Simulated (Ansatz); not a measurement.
H6Cl3NSi3 (SMILES N[SiH2][SiH2][Si](Cl)(Cl)Cl), singlet, geometry from GFN2-xTB, atoms displaced at random by about 0.03 Å a coordinate; B3LYP/STO-3G, gradient run with Ansatz (a first-principles code).

The Ansatz input:
Ansatz 0.2 input:
```yaml
crystal:
  periodic: [false, false, false]
  atoms:
    - {symbol: Si, position_ang: [0.76174221, -0.22639833, -0.39417007]}
    - {symbol: Cl, position_ang: [1.00863255, 1.47932393, -1.52799959]}
    - {symbol: Cl, position_ang: [2.60226261, -1.17962486, -0.46689499]}
    - {symbol: Cl, position_ang: [-0.47972280, -1.44424428, -1.36176988]}
    - {symbol: Si, position_ang: [-0.02955202, 0.17800306, 1.79599925]}
    - {symbol: Si, position_ang: [-2.23124180, 0.80333309, 1.82717095]}
    - {symbol: N, position_ang: [-2.76147343, 0.85352566, 0.19542803]}
    - {symbol: H, position_ang: [0.17999852, -1.04630253, 2.56788825]}
    - {symbol: H, position_ang: [0.80192212, 1.19419375, 2.40015483]}
    - {symbol: H, position_ang: [-3.04935497, -0.06791519, 2.65126861]}
    - {symbol: H, position_ang: [-2.53399226, 2.19269145, 2.26024942]}
    - {symbol: H, position_ang: [-3.69390622, 1.19679408, -0.02956516]}
    - {symbol: H, position_ang: [-2.56547311, 0.11591620, -0.37799139]}
basis:
  gaussian:
    orbitals: STO-3G
hamiltonian:
  xc: b3lyp
output: {forces: true}
```

What the program printed (banner, timings and long lists left out):

```
Functional definition: B3LYP
733 factors; integrals over basis functions are off by at most 4.1e-5 eV
mean field evaluation 1: about -62083.7105 eV, gradient 4.0e1 eV
mean field evaluation 2: about -62082.6641 eV, gradient 4.5e1 eV
mean field evaluation 4: about -62090.0528 eV, gradient 1.0e0 eV
mean field evaluation 8: about -62090.0378 eV, gradient 1.0e-2 eV
mean field -62090.03780917 eV, -2281.7668033478 hartree, gradient 5.4e-5 eV, S^2 0.000000; 0 other end points of the search recorded, 0 dependent functions left out
the calculation of the forces begins
reference -62090.03806575 eV, -2281.7668127769 hartree; 53, 53 occupied and 12, 12 virtual orbitals, 733 factors
Total energy: -62090.03806575 eV, -2281.7668127769 hartree
Atom 0 at     0.761742    -0.226398    -0.394170 Å, force     0.800258     1.520993     3.004890 eV/Å
Atom 1 at     1.008633     1.479324    -1.528000 Å, force     0.049441     1.100608    -0.603985 eV/Å
Atom 2 at     2.602263    -1.179625    -0.466895 Å, force     1.024688    -0.472266     0.174098 eV/Å
Atom 3 at    -0.479723    -1.444244    -1.361770 Å, force    -2.286870    -2.002301    -1.650108 eV/Å
Atom 4 at    -0.029552     0.178003     1.795999 Å, force     0.014431    -0.228095    -0.158306 eV/Å
Atom 5 at    -2.231242     0.803333     1.827171 Å, force    -0.483710     1.280106     0.270002 eV/Å
Atom 6 at    -2.761473     0.853526     0.195428 Å, force    -0.399305     3.202408     2.074523 eV/Å
Atom 7 at     0.179999    -1.046303     2.567888 Å, force     0.015405     0.236723    -0.331842 eV/Å
Atom 8 at     0.801922     1.194194     2.400155 Å, force     0.135282     0.018810    -0.120951 eV/Å
Atom 9 at    -3.049355    -0.067915     2.651269 Å, force     0.209851    -0.200394     0.246362 eV/Å
Atom 10 at    -2.533992     2.192691     2.260249 Å, force     0.557010    -0.875835     0.199539 eV/Å
Atom 11 at    -3.693906     1.196794    -0.029565 Å, force    -0.714951     0.443825     0.040901 eV/Å
Atom 12 at    -2.565473     0.115916    -0.377991 Å, force     1.078469    -4.024584    -3.145124 eV/Å
Dipole moment:    -0.505625     0.017681     0.744571 e Å
```
